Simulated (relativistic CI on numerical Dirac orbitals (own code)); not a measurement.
# Dy²⁺: N4,5 absorption edge

Computed with this model: Dirac-Coulomb-Breit CI, separate exchange-only KLI orbitals for each configuration, model QED (radiative potential, 1s self-energy scaled to tabulated hydrogen-like ionisation energies), valence Slater integrals scaled by 0.8, multiplet model of core-to-valence dipole absorption; configurations [Xe] 4f10 → [Kr] 4d9 4f11 5s2 5p6; 300 K; Lorentzian 0.3 eV and Gaussian 0.2 eV FWHM. Energies are those of the free ion, without screening or charge transfer. The branching ratio is the share of the lower-energy edge in the whole absorption, uncertain by about 0.02 where the edges overlap. S is read from ⟨S²⟩ = S(S + 1).

Computed curve for free ion, scaled to 100 at the maximum (points under 2 are left out and the grid is thinned):

```
Energy (eV)  Intensity
      151.6        2.8
      151.8        7.9
      152.1        7.6
      152.3        3.9
      152.5        4.9
      152.8       13.2
      153.0        8.1
      153.2        3.1
      154.3        2.1
      154.6        4.9
      154.8       10.3
      155.0        6.3
      155.8        2.7
      156.0        4.5
      156.2        2.9
      157.1        2.4
      157.4        2.2
      157.6        4.0
      157.8        6.3
      158.1        3.0
      158.3        2.9
      158.5        3.1
      158.8        5.3
      159.0       10.2
      159.2       23.7
      159.5       33.0
      159.7       60.9
      159.9       38.8
      160.2       10.1
      160.4        7.6
      160.6       10.3
      160.8       12.1
      161.1        8.2
      161.3       13.1
      161.5       24.8
      161.8       31.8
      162.0       29.4
      162.2       13.7
      162.5        8.6
      162.7       11.4
      162.9        8.1
      163.2       13.1
      163.4       12.5
      163.6        5.2
      163.8        2.8
      164.7        2.0
      164.9        2.5
      165.1        3.3
      165.4        6.3
      165.6       11.4
      165.8       25.7
      166.1      100.0
      166.3       63.3
      166.5       23.1
      166.7       14.9
      167.0       14.6
      167.2       12.7
      167.4        8.9
      167.7        4.5
      167.9        2.4
```

The ground state has S = 1.94, and the centroid lies at 161.93 eV.
